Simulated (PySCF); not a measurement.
A TDDFT job was run through a driver script with this input:

```
{"job": {"kind": "uv", "xc": "wB97X-D", "basis": "def2-SVPD", "nstates": 8, "ntriplets": 3}, "charge": 0, "multiplicity": 1}
C      1.745887     0.944759     0.695361
C      0.642202     0.104390     0.150757
C      0.546653    -0.525084    -1.025860
C     -0.781546    -1.230047    -1.029592
Si    -1.056927    -0.506417     0.739098
Se    -2.725522     1.049465     0.990893
H      1.507531     1.295033     1.696252
H      2.672967     0.373364     0.738122
H      1.917140     1.810772     0.055935
H      1.257035    -0.550871    -1.838243
H     -1.449693    -0.898515    -1.823941
H     -0.690262    -2.311833    -1.105753
H     -1.220025    -1.386377     1.890564
H     -2.366118     1.830888    -0.155761
```

Its output, with some lines taken out ([cut]):

```
coarse grid: 54240 points
cycle   1  E = -2847.7579558040  dE = -1.068e-01  |g| = 3.363e-01  |ddm| = 5.705e+00
cycle   2  E = -2847.7816158274  dE = -2.366e-02  |g| = 2.116e-01  |ddm| = 1.093e+00
cycle   3  E = -2847.7937761089  dE = -1.216e-02  |g| = 3.866e-02  |ddm| = 4.314e-01
cycle   4  E = -2847.7942171044  dE = -4.410e-04  |g| = 1.321e-02  |ddm| = 1.230e-01
cycle   5  E = -2847.7942747050  dE = -5.760e-05  |g| = 4.839e-03  |ddm| = 4.631e-02
cycle   6  E = -2847.7942808782  dE = -6.173e-06  |g| = 1.305e-03  |ddm| = 1.120e-02
final grid: 112808 points
cycle   7  E = -2847.7939346510  dE = -2.598e-06  |g| = 1.366e-03  |ddm| = 2.158e-02
cycle   8  E = -2847.7939346026  dE =  4.838e-08  |g| = 1.570e-03  |ddm| = 4.475e-03
cycle   9  E = -2847.7939352040  dE = -6.014e-07  |g| = 1.168e-04  |ddm| = 2.498e-03
cycle  10  E = -2847.7939352128  dE = -8.724e-09  |g| = 6.177e-05  |ddm| = 4.808e-04
cycle  11  E = -2847.7939352144  dE = -1.611e-09  |g| = 1.206e-05  |ddm| = 2.051e-04
cycle  12  E = -2847.7939352145  dE = -1.000e-10  |g| = 4.577e-06  |ddm| = 5.793e-05
converged SCF energy = -2847.7939352145

Static polarisability (au): isotropic 100.272, principal 83.601 99.414 117.800

Singlet excitations
state   eV       nm        f      main configurations
  1   5.4965    225.6   0.00711   H->L 0.59, H->L+1 0.20
[cut]
  3   6.2585    198.1   0.03806   H->L+2 0.53, H-1->L 0.17, H-2->L 0.10
[cut]
  5   6.4951    190.9   0.11526   H->L+3 0.49, H-1->L 0.14, H->L+2 0.09
  6   6.6568    186.3   0.05409   H-2->L 0.43, H->L+2 0.15
[cut]
  8   7.0245    176.5   0.00845   H-1->L+1 0.23, H->L+4 0.20, H-1->L+3 0.09

Triplet excitations (Tamm-Dancoff, eV): 4.1971 5.2052 5.3690
```

Method used: PySCF 2.14.0, density-fitted response routines, TDDFT wB97X-D/def2-SVPD, vertical, gas phase, core orbitals frozen in the response. Isolated species at its GFN2-xTB geometry (one conformer only). GFN2-xTB frequencies show an imaginary mode (119i cm⁻¹), so this geometry is no minimum at that level. Relativistic effects, spin–orbit coupling among them, are left out although an element past zinc is present.

Task: Restore the lines that were cut, in order.

Result: 
```
  2   5.6986    217.6   0.01750   H->L+1 0.52, H->L 0.29
  4   6.3214    196.1   0.04029   H-1->L 0.50, H-2->L 0.11, H->L+3 0.09
  7   6.8364    181.4   0.01240   H-1->L+2 0.60, H-1->L+3 0.12, H-2->L 0.11
```

Task: What transition dipole goes with state 5?

Result: |μ|² = 3f / (2ΔE) = 3 × 0.1153 / (2 × 0.2387) ≈ 0.724 au, so |μ| = 2.16 D.

Task: Which orbital energies lie behind H and L?

Result: HOMO -8.62 eV and LUMO 1.29 eV, a gap of 9.91 eV; state 1 differs from that by -4.41 eV.

Task: How much of the mean polarisability do the listed states account for?

Result: The sum over states Σ f/ΔE² (ΔE in hartree) gives 5.29 au, 5% of the total; the rest comes from higher roots of the same response equations.

Task: Write the structure that the coordinates describe.

Result: `CC1=CC[Si@@H]1[SeH]` (C4H8SeSi), point group C1.

The SCF starts on a coarse grid; the energy jumps when the final grid takes over, and dE counts afresh there. H and L stand for HOMO and LUMO.

Shape of the structure used: `[CH3:1][C:2]1=[CH:3][CH2:4][Si@@H:5]1[SeH:6]`: H–Se6–Si5–C4 -46°.

Note: wB97X-D ran without an empirical dispersion term, which enters the total energy and its gradient alone.
